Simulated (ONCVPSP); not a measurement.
Varying the ONCV potential for Cl

Base potential:

chlorine (Cl), optimised norm-conserving Vanderbilt (ONCV), made with ONCVPSP 4.0.1 (PBEsol, non-relativistic). Core [He], reference 2s2 2p6 3s1 3p6. Waves: 2s+3s: rc 0.60 bohr, ncon 4, nbas 7, qcut 21.4 1/bohr, 3 projectors, debl 1.6 Ha; 2p+3p: rc 0.65 bohr, ncon 4, nbas 8, qcut 17.3 1/bohr, 2 projectors; d scattering state at 0.13 Ha: rc 0.70 bohr, ncon 4, nbas 8, qcut 14.9 1/bohr, 2 projectors, debl 3.8 Ha. Local part: polynomial inside 0.50 bohr (lpopt 5, dvloc0 0 Ha). Core correction: polynomial model core, fcfact 0.65.

Cutoffs, loose and tight: the cutoffs (Ha) at which the residual kinetic energy of the hardest occupied pseudo-wave falls to 1 and 0.1 mHa per electron. They do not see the model core or the augmentation charge, which bear on the density cutoff. Test errors are all-electron minus pseudo excitation energies from the reference, over the configurations 2s2 2p6 3s2 3p5; 2s2 2p6 3s2 3p4; 2s2 2p6 3s2 3p3; 2s2 2p6 3s2 3p1. A dash means not determined; rows that change the core or the reference have their own tests.

A true bound ghost makes a file unfit for plane-wave use even where its test errors are small: the radial tests pick states by their node count and pass the ghost by.

| change | outcome | cutoff, loose | cutoff, tight | bound ghosts | GHOST(+) flags above zero | largest test error (meV) |
| --- | --- | --- | --- | --- | --- | --- |
| base | generated | 161 Ha | 468 Ha | none | s | +34 |
| s: qcut 14.3; p: qcut 11.6; d: qcut 10 | generated | 522 Ha | 799 Ha | s | s, d | +50 |
| s: qcut 15.3; p: qcut 12.4; d: qcut 10.7 | generated | 508 Ha | 694 Ha | s | s | +48 |
| s: qcut 17.7; p: qcut 14.3; d: qcut 12.3 | generated | 470 Ha | 616 Ha | s | s | +42 |
| s: qcut 19.9; p: qcut 16.1; d: qcut 13.9 | generated | 386 Ha | 503 Ha | s | s | +37 |
| s: qcut 21.5; p: qcut 17.4; d: qcut 15 | generated | 159 Ha | 466 Ha | none | s | +33 |
| s: qcut 23; p: qcut 18.6; d: qcut 16 | generated | 169 Ha | 324 Ha | none | none | +31 |
| s: qcut 25; p: qcut 20.2; d: qcut 17.4 | generated | 185 Ha | 220 Ha | none | none | +27 |
| s: qcut 29.3; p: qcut 23.7; d: qcut 20.4 | generated | 207 Ha | 236 Ha | none | none | +22 |
| s: qcut 31.3; p: qcut 25.3; d: qcut 21.8 | generated | 238 Ha | 285 Ha | s | none | +19 |

Question: What comes out with this change to the base: s: qcut 27.4; p: qcut 22.2; d: qcut 19.1?

Answer: outcome: generated; cutoff, loose: 221 Ha; cutoff, tight: 265 Ha; bound ghosts: none; GHOST(+) flags above zero: none; largest test error (meV): +23.
